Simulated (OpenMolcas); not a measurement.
Nd³⁺.

| Quantity | Value |
| --- | --- |
| Program | OpenMolcas |
| Method | CASSCF |
| Basis | ANO-R2 [8s7p4d3f1g] |
| Scalar Hamiltonian | X2C, finite nucleus |
| Active space | 3 electrons in 7 orbitals (4f) |
| State averaging | 2S+1 = 4 odd, 35 roots (30 in the spin-orbit step); 2S+1 = 2 odd, 112 roots (43 in the spin-orbit step) |
| Spin-orbit coupling | state interaction with AMFI integrals over the reference wave functions, term energies averaged over their components |

Levels without dynamic correlation, in cm-1 above 4f3 4I* 9/2:

```json
{"Level": "4f3 4S* 3/2", "E": "17847"}
{"Level": "4f3 4F* 3/2", "E": "15886"}
{"Level": "4f3 2H* 9/2 [75 %]", "E": "15978"}
{"Level": "4f3 2G* 7/2", "E": "22094"}
{"Level": "4f3 4G* 5/2", "E": "24246"}
{"Level": "4f3 2K* 13/2", "E": "24263"}
```

On this reference, SS-CASPT2, IPEA 0.25 Eh, imaginary shift 0.1 Eh (closed shells correlated: 5s 5p) puts 4f3 4S* 3/2 at 15340 cm-1.

Question: Estimate the other levels at that method by one scale factor, and say how well it serves.

Answer: The factor is 15340 / 17847 = 0.860. Scaled values beside those that SS-CASPT2 gives and measured ones (the list in Arab et al., J. Quant. Spectrosc. Radiat. Transfer 229, 145 (2019) and Gaigalas et al. (2019), from Wyart et al. (2007)):
```json
{"Level": "4f3 4F* 3/2", "Scaled": "13662", "SS-CASPT2": "13430", "Miss (%)": "+1.7", "Measured": "11698"}
{"Level": "4f3 2H* 9/2 [75 %]", "Scaled": "13741", "SS-CASPT2": "13360", "Miss (%)": "+2.9", "Measured": "12800"}
{"Level": "4f3 2G* 7/2", "Scaled": "19001", "SS-CASPT2": "19020", "Miss (%)": "-0.1", "Measured": "17655"}
{"Level": "4f3 4G* 5/2", "Scaled": "20852", "SS-CASPT2": "21030", "Miss (%)": "-0.8", "Measured": "17707"}
{"Level": "4f3 2K* 13/2", "Scaled": "20866", "SS-CASPT2": "22030", "Miss (%)": "-5.3", "Measured": "20005"}
```
For these levels the scaled values miss SS-CASPT2 by up to 5.3 %, as correlation changes each term by its own factor, spin-orbit parts do not scale and CASPT2 has its own spread within terms. This holds within one configuration; levels of others move differently, and the target method has errors of its own against measurement.

CASPT2 does not keep the components of a term degenerate, so their means are used; among the terms shown or strongly mixed into the levels shown the widest spread is 410 cm-1 (4f3 4I*, SS-CASPT2). High states are left out of the spin-orbit mixing, which shifts the levels that they would mix with. Without dynamic correlation excited terms often stand tens of per cent too high (terms of higher spin than the ground term too low), and those without a measured partner can miss by more than the paired ones (holds for CASSCF). The CASPT2 spread within a term exceeds the gap to the next term for 4f3 2K* and 4f3 4G*, so the order of their levels is uncertain (holds for SS-CASPT2). Some terms miss by over 15 % even with CASPT2, which points to a basis or an active space too small for the shells correlated (holds for SS-CASPT2). Computed and measured levels are paired by configuration, term and J; levels that our copy of the source lacks, or whose pairing is in doubt (as where it misses far off the trend of its configuration), stay unpaired and out of the deviations. Only configurations of the active space appear.

A share in square brackets marks a mixed level and gives the weight of the term that names it, the lowest over the columns. * marks odd parity.
